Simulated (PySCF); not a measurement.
C5H5F2NO2.
Geometry (GFN2-xTB, Å), atoms numbered from 1 in this order:
```xyz
15
C5H5F2NO2 angstrom
N     -0.221    2.850   -0.851
C     -0.107    1.753   -0.556
C      0.097    0.354   -0.195
O     -0.989   -0.151    0.558
C     -2.148   -0.316   -0.131
F     -2.829   -1.322    0.430
F     -2.940    0.777   -0.027
C      1.440    0.026    0.478
C      1.670   -0.857   -0.753
O      0.410   -0.453   -1.317
H     -2.000   -0.532   -1.203
H      1.314   -0.497    1.421
H      2.112    0.871    0.588
H      2.497   -0.563   -1.401
H      1.691   -1.932   -0.570
```

The closed-shell SCF was solved with PySCF and density fitting under several settings on one GFN2-xTB geometry (grid level 2 and gas phase unless stated).

```json
{"settings": "PBE0/pcSseg-1", "basis functions": "195", "SCF cycles": "16", "E (Eh)": "-597.6754", "HOMO (eV)": "-9.08", "LUMO (eV)": "-0.47", "dipole (D)": "4.96"}
{"settings": "PBE0/def2-SVPD", "basis functions": "252", "SCF cycles": "15", "E (Eh)": "-597.3198", "HOMO (eV)": "-9.17", "LUMO (eV)": "-0.61", "dipole (D)": "4.95"}
{"settings": "PBE0/ANO-RCC-VDZP, IEF-PCM benzene, fitting basis def2-qzvpp-jkfit", "basis functions": "165", "SCF cycles": "11", "E (Eh)": "-597.9221", "HOMO (eV)": "-8.90", "LUMO (eV)": "-0.37", "dipole (D)": "5.51"}
{"settings": "WP04/6-311G**, energy threshold 1e-08 Eh, damping 0.1 at the start, DIIS from the seventh cycle", "basis functions": "210", "SCF cycles": "23", "E (Eh)": "-610.5495", "HOMO (eV)": "-10.18", "LUMO (eV)": "-2.62", "dipole (D)": "5.04"}
{"settings": "mPW1PW91/3-21G", "basis functions": "100", "SCF cycles": "14", "E (Eh)": "-594.9253", "HOMO (eV)": "-8.68", "LUMO (eV)": "-0.10", "dipole (D)": "4.81"}
```

Question: Estimate the row for these settings: wB97X/IGLO-II.

Answer: 
```json
{"settings": "wB97X/IGLO-II", "basis functions": "250", "SCF cycles": "14", "E (Eh)": "-598.3897", "HOMO (eV)": "-11.51", "LUMO (eV)": "1.81", "dipole (D)": "4.95"}
```

Question: Over all rows, what range does the HOMO–LUMO gap span?

Answer: From 7.56 eV (WP04/6-311G**, energy threshold 1e-08 Eh, damping 0.1 at the start, DIIS from the seventh cycle) to 13.32 eV (wB97X/IGLO-II). The functional of the narrowest has 12 % exact exchange, that of the widest range-separated exact exchange.

Question: Compare two rows with the functional PBE0: PBE0/pcSseg-1 and PBE0/def2-SVPD. Which energy is lower, and by how much?

Answer: PBE0/pcSseg-1 (195 functions) lies 0.3556 Eh or 223 kcal/mol below PBE0/def2-SVPD (252 functions). The smaller set gives the lower energy; the two sets aren't nested, so the variational bound doesn't order them by size.

Cycle counts include a coarse-grid stage where the run had one. All basis functions are spherical, in the Pople sets too. WP04 was designed for NMR shieldings or shifts; total energies of different functionals aren't comparable. ANO-RCC sets were contracted for a scalar-relativistic Hamiltonian, but ran non-relativistically here. The structure is a single GFN2-xTB conformer; no vibrational corrections.
